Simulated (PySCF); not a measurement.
HfCl3, SMILES [Cl][Hf+]([Cl])[Cl], charge +1, multiplicity 1.

Geometry: B3LYP-D3(BJ)/def2-SVP. The multiplicity is an assumed one; other spin states were not compared. The isomer is the one that the SMILES or the coordinates give; other isomers of the formula were not compared. The def2 effective core potentials stand for the cores of Hf; spin–orbit coupling is left out.

Level of theory: B3LYP-D3(BJ)/def2-SVP run with PySCF.

Frequencies are harmonic and unscaled.

Modes within 1.5 cm⁻¹ of each other (mostly degenerate sets) share a row, with their intensities summed.

Computed harmonic wavenumbers and intensities:
```json
[
 {"mode": "1", "ν (cm⁻¹)": "89", "IR (km/mol)": "6.8", "Raman (Å⁴/amu)": "1.1", "depolarisation": "0.69", "moving atoms (share of kinetic energy)": "Cl 71 %, Hf 29 %"},
 {"mode": "2–3", "ν (cm⁻¹)": "111", "IR (km/mol)": "1.2", "Raman (Å⁴/amu)": "7.3", "depolarisation": "0.75", "moving atoms (share of kinetic energy)": "Cl 90 %, Hf 10 %"},
 {"mode": "4", "ν (cm⁻¹)": "423", "IR (km/mol)": "5.4", "Raman (Å⁴/amu)": "20.7", "depolarisation": "0.03", "moving atoms (share of kinetic energy)": "Cl 92 %, Hf 8 %"},
 {"mode": "5–6", "ν (cm⁻¹)": "431", "IR (km/mol)": "132.2", "Raman (Å⁴/amu)": "6.7", "depolarisation": "0.75", "moving atoms (share of kinetic energy)": "Cl 78 %, Hf 22 %"}
]
```
